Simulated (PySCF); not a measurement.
C3H6F2Si, SMILES F[SiH2]C1(F)CC1.

Coordinates come from a B3LYP-D3(BJ)/def2-SVP optimisation. The structure was generated by enumeration, and PubChem lists no compound with its InChIKey, so it may never have been made. The values are those of a single conformer.

These are TDDFT-B3LYP/def2-SVPD (PySCF) values and carry that method's errors.

Vertical excitations. The molecule is in vacuum. State labels are in the subgroup Cs.

Computed excitation energies, oscillator strengths and character:
```tsv
state	symmetry	energy (eV)	λ (nm)	f	main pairs
S1	A"	6.71	185	0.002	HOMO−1→LUMO 98 %
S2	A'	6.72	184	0.016	HOMO→LUMO 98 %
S3	A"	7.76	160	0.014	HOMO−1→LUMO+1 94 %
S4	A'	7.77	160	0.001	HOMO→LUMO+1 96 %
S5	A"	8.04	154	0.001	HOMO−2→LUMO 97 %
S6	A"	8.17	152	0.011	HOMO−1→LUMO+2 71 %, HOMO→LUMO+3 13 %
S7	A'	8.19	151	0.052	HOMO→LUMO+2 73 %
S8	A"	8.27	150	0.022	HOMO→LUMO+3 82 %
S9	A'	8.34	149	0.076	HOMO−1→LUMO+3 78 %, HOMO→LUMO+4 18 %
S10	A'	8.39	148	0.061	HOMO→LUMO+4 67 %, HOMO−1→LUMO+3 14 %
T1	A'	6.41	193	0	HOMO→LUMO 95 %
T2	A"	6.51	190	0	HOMO−1→LUMO 94 %
T3	A"	7.53	165	0	HOMO−2→LUMO 61 %, HOMO−1→LUMO+1 27 %
T4	A'	7.58	164	0	HOMO→LUMO+1 86 %
```
Triplets are in the Tamm–Dancoff approximation, which puts them higher than full response would, so one can lie above its singlet here.
